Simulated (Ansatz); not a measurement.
## Which is lower?

Two relaxed structures of BHIBr, singlet (PBE0-D4/def2-TZVP; forces vanish, vibrations not checked).

A:

```
4
angstrom
Br 1.0781 0.3385 3.0108
B -0.6346 -0.0537 -1.1400
I -0.6163 0.3816 0.7764
H -0.1414 -0.4463 -2.1402
```

B:

| atom | x (Å) | y (Å) | z (Å) |
| --- | --- | --- | --- |
| Br1 | 0.2397 | 0.3362 | 1.8024 |
| B2 | -0.1844 | 0.0569 | -0.0166 |
| I3 | 1.2167 | -0.7182 | -1.3804 |
| H4 | -1.2719 | 0.3252 | -0.4054 |

Ansatz 0.2.0; basis: def2-TZVPP; cores frozen in the correlated methods. Filled d shells of the heavier atoms are correlated. Core potentials replace the inner electrons of the atoms past krypton. The def2 sets are not built for correlating such inner shells, so the correlated values are less sure here. B3LYP uses VWN-RPA correlation.

(1) Which structure is lower at CCSD(T), and by how much? (To be estimated.)

The T1 diagnostic stays at or below 0.021. The restricted Hartree–Fock reference is unstable towards an unrestricted one at one or more of these structures.

Results:

(1) Computed: B, by 339.4 kJ/mol (electronic energy, against the other). By their contacts, A is BHIBr ([BH][I][Br]) and B is BHIBr ([Br][BH][I]).

All methods give the same order:

```csv
method,E(B) − E(A) (kJ/mol)
PBE-D4,-295.9
r2SCAN-D4,-315.2
PBE0-D4,-331.8
B3LYP-D4,-315.4
wB97M-V,-358.5
HF,-389.9
MP2,-349.3
CCSD,-358.5
CCSD(T),-339.4
```

Labels in which every atom is bracketed show which atoms are joined, not bond orders.

For scale, one of the runs: CCSD(T)/def2-TZVPP, 143 basis functions, launched by `ansatz run in.yaml --threads 2 --pin off --events-out ev --progress --plain --max-ram 4352MiB`. Time: 56 s of wall clock on 2 CPU threads of an Arm Neoverse V1; the host was shared. Peak host memory: 1 GiB.
